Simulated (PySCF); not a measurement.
MoO2FBr, SMILES [Mo](=[O])([Br])([F])=[O], multiplicity 1.

Geometry: B3LYP-D3(BJ)/def2-SVP. The multiplicity is an assumed one; no other spin state was optimised. The structure was generated by enumeration; whether it is a known compound was not checked. The def2 effective core potentials stand for the cores of Mo; spin–orbit coupling is left out.

Two levels are set side by side: PBE/def2-TZVP (PySCF) and CAM-B3LYP/def2-TZVP (PySCF). Same geometry, gas phase. Differences are taken from unrounded values.

| quantity | CAM-B3LYP | PBE | PBE minus CAM-B3LYP |
|---|---|---|---|
| orbital gap (eV) | 8.06 | 3.76 | -4.30 |
| highest occupied level (eV) | -10.79 | -8.11 | 2.67 |
| lowest empty level (eV) | -2.73 | -4.35 | -1.63 |
| dipole moment (D) | 1.28 | 1.26 | -0.01 |
| mean polarisability (bohr³) | 60.2 | 62.7 | 2.5 |

Without exact exchange PBE keeps part of each electron's self-repulsion, which lifts occupied levels and narrows the gap. PBE's more diffuse valence density responds more strongly to a field. Differences between two approximate levels are no errors against the true value.

Rough cost on one machine, each run with all the roots and properties that it gave: CAM-B3LYP against PBE within a factor of 2.
